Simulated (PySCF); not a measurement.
C₄H₇BF₂, SMILES FB(C)/C=C(/C)F.

Geometry optimised at B3LYP-D3(BJ)/def2-SVP. The structure was generated by enumeration; whether it is a known compound was not checked. The values are those of a single conformer.

Two levels are set side by side: PBE/def2-TZVP (PySCF) and r2SCAN/def2-TZVP (PySCF). Same geometry, gas phase. Differences are taken from unrounded values.

```tsv
quantity	r2SCAN
orbital gap (eV)	4.81
highest occupied level (eV)	-6.73
lowest empty level (eV)	-1.92
dipole moment (D)	2.84
mean polarisability (bohr³)	66.6
```

### Question
What does PBE give, and how far is it from r2SCAN? (An estimate is asked for; the answer gives what the named calculation found.)

### Answer

```tsv
quantity	PBE	PBE minus r2SCAN
orbital gap (eV)	4.36	-0.44
highest occupied level (eV)	-6.51	0.22
lowest empty level (eV)	-2.14	-0.22
dipole moment (D)	2.73	-0.10
mean polarisability (bohr³)	68.4	1.9
```

Rough cost on one machine, each run with all the roots and properties that it gave: r2SCAN against PBE about 4 times.
